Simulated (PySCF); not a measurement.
C4H8FNSi2.
Cartesian coordinates in Å at the PBE0-D3(BJ)/def2-SVP level; atoms count from 1:
```
atom  x, y, z in Å
C1    -2.045    0.070    0.512
C2    -0.717    0.626   -0.012
Si3    0.051   -0.289   -1.516
C4     1.141   -1.276   -0.274
F5     2.396   -1.713   -0.587
Si6    0.833    0.136    0.972
C7     2.141    1.437    0.748
N8     2.941    2.263    0.594
H9    -2.863    0.252   -0.202
H10   -2.010   -1.018    0.684
H11   -2.331    0.537    1.468
H12   -0.781    1.714   -0.170
H13    0.872    0.618   -2.366
H14   -0.899   -1.086   -2.351
H15    0.523   -2.132    0.073
H16    0.727   -0.145    2.432
```

Linear response at wB97X-D/def2-SVPD (PySCF, frozen core in the response, non-relativistic).

Static isotropic polarisability: 100.23 au (14.85 Å³), principal values 87.7, 99.1, 113.9 au.

Q: What is the polarisability at 1064 nm and at the sodium D line?

A: 101.14 au at 1064 nm (+0.9 %), 103.29 au at 589.3 nm (+3.1 %). The rise at 589.3 nm is 3.36 times that at 1064 nm; a pure ω² law gives 3.26. The lowest singlet lies at 201 nm, shorter than both wavelengths.

Q: What is the isotropic C6 coefficient between two such molecules, C6 = (3/π)∫α(iω)² dω?

A: 3862 au (Eh·bohr⁶) by a ten-point quadrature over imaginary frequencies, which is 2310 eV·Å⁶ or 223 J·nm⁶/mol.

Q: Which effective excitation energy ω̄ makes London's formula C6 = (3/4)α²ω̄ exact here?

A: ω̄ = 4·C6/(3α²) = 0.513 Eh = 13.9 eV. A one-pole form α(ω) = α/(1 − ω²/ω̄²) fitted to the 1064 nm value gives 12.3 eV.

Q: How many electrons N does the Slater–Kirkwood formula C6 = (3/4)·√N·α^(3/2) need to give this C6?

A: N = (4·C6/3)²/α³ = 26.3; the species has 76 electrons in all.

Q: What molar refraction at the D line follows from R = (4π/3)·N_A·α′, with α′ the polarisability volume?

A: α′ = 15.31 Å³ gives R = 38.61 cm³/mol, for isolated, non-vibrating species.

Q: What does −C6/R⁶ come to at R = 12 Å between centres?

A: -75 J/mol. This is the leading, orientation-averaged term; C8 and higher terms are left out.

One conformer stands for the species.

Note: wB97X-D ran without an empirical dispersion term, which enters the total energy and its gradient alone.
